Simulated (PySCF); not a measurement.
Löwdin shares of the frontier orbitals

Species: SiMe2(NHEt)2, C₆H₁₈N₂Si.
Geometry (PBE0-D3(BJ)/def2-SVP, Å), atoms numbered from 1 in this order:
```xyz
27
C6H18N2Si angstrom
Si     0.4207    0.3893    0.5552
C      0.2627    0.5715    2.4208
H     -0.7826    0.7494    2.7207
H      0.8703    1.4104    2.7977
H      0.6035   -0.3436    2.9299
C      2.2179    0.0705    0.1096
H      2.6030   -0.8558    0.5650
H      2.8391    0.9052    0.4698
H      2.3577   -0.0049   -0.9802
N     -0.1954    1.8682   -0.0990
C     -0.3919    2.1452   -1.5013
C     -1.8519    2.1268   -1.9320
H     -0.5127    2.5985    0.5267
H      0.0620    3.1167   -1.7767
H      0.1587    1.3867   -2.0831
H     -2.2859    1.1316   -1.7508
H     -1.9624    2.3646   -3.0022
H     -2.4416    2.8623   -1.3607
N     -0.4920   -0.9201   -0.1421
C     -0.0351   -2.2632   -0.4135
C     -0.1061   -3.2158    0.7742
H     -1.5003   -0.8571   -0.0382
H     -0.6131   -2.6878   -1.2547
H      1.0054   -2.2132   -0.7747
H      0.5244   -2.8571    1.6037
H      0.2310   -4.2291    0.5022
H     -1.1376   -3.2947    1.1544
```

The calculation used TDDFT PBE0/def2-SVPD, vertical, gas phase, core orbitals frozen in the response in PySCF 2.14.0, density-fitted response routines.

Kohn–Sham orbitals with the atoms that hold most of them (Löwdin shares over 4%, at most four atoms; ? is withheld):

```json
{"orbital": "HOMO-3", "ε (eV)": "-8.97", "atoms": "C11 13%, Si1 9%, C2 9%, N10 8%"}
{"orbital": "HOMO-2", "ε (eV)": "-8.52", "atoms": "C6 26%, C2 22%, Si1 19%, N19 5%"}
{"orbital": "HOMO-1", "ε (eV)": "-6.61", "atoms": "?"}
{"orbital": "HOMO", "ε (eV)": "-6.24", "atoms": "N10 30%, N19 28%, Si1 6%, C11 4%"}
{"orbital": "LUMO", "ε (eV)": "0.49", "atoms": "?"}
{"orbital": "LUMO+1", "ε (eV)": "1.11", "atoms": "C12 14%, C21 10%, H18 7%, H13 6%"}
{"orbital": "LUMO+2", "ε (eV)": "1.14", "atoms": "C2 12%, H23 10%, C20 10%, H13 7%"}
```

Q: Give the leading atoms of the LUMO.

A: Si1 (bonded to 2 C and 2 N) 12%; C2 (bonded to Si and 3 H) 8%; C21 (bonded to C and 3 H) 7%; C12 (bonded to C and 3 H) 6%. By element: carbon 20% or more, silicon 12%.

Q: Which atoms hold the HOMO-1, and with what shares?

A: N19 (bonded to C, Si and H) 31%; N10 (bonded to C, Si and H) 28%; Si1 (bonded to 2 C and 2 N) 8%; C20 (bonded to C, N and 2 H) 6%. By element: nitrogen 59%, silicon 8%, carbon 6% or more.

Q: How does S1 compare with the orbital gap of 6.73 eV?

A: S1 is at 5.66 eV (f = 0.022), 1.07 eV below the gap, made of HOMO→LUMO (93%). Without the coupling terms of the response equations the lowest excitation would equal the gap.

Q: Give energy, strength and leading configuration of S1 and S2, and follow the Löwdin shares of the leading atoms from the occupied to the empty orbital.

A: 
- S1 (5.66 eV, f 0.022), HOMO→LUMO (93%): N10 30% → at most 6%, N19 28% → at most 6%, Si1 6% → 12%, C2 at most 5% → 8%
- S2 (5.96 eV, f 0.031), HOMO-1→LUMO (75%): N19 31% → at most 6%, N10 28% → at most 6%, Si1 8% → 12%, C2 at most 6% → 8%

One conformer stands for the species.
